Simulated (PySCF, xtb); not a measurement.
B(Cl)(F)(OAc) (C₂H₃BClFO₂), SMILES CC(=O)OB(F)Cl.

Geometry: TPSSh-D3(BJ)/def2-SVP. The structure was generated by enumeration, and PubChem lists no compound with its InChIKey, so it may never have been made. The values are those of a single conformer.

Computed with C-PCM-M06-2X/def2-SVP (PySCF).

The values are the electrostatic part of the solvation free energy, E(continuum) − E(gas) at the gas-phase geometry, in a cavity of scaled van der Waals radii (PySCF's table); cavitation and dispersion terms are not included. In vacuum the orbital gap is 10.58 eV. The dipole moment in vacuum is 2.80 D.

Estimate the values in water (ε = 78.36), N,N-dimethylformamide (ε = 37.22), dichloromethane (ε = 8.93). (An estimate is asked for; the answer gives what the named calculation found.)


| solvent | ε | ΔG(elec) (kcal/mol) | dipole (D) | gap (eV) |
|---|---|---|---|---|
| water | 78.36 | -4.7 | 3.44 | 10.66 |
| N,N-dimethylformamide | 37.22 | -4.7 | 3.43 | 10.65 |
| dichloromethane | 8.93 | -4.2 | 3.36 | 10.65 |

For comparison, GFN2-xTB/ALPB(water) (xtb, at the GFN2-xTB geometry, all terms of that model) gives -3.9 kcal/mol.
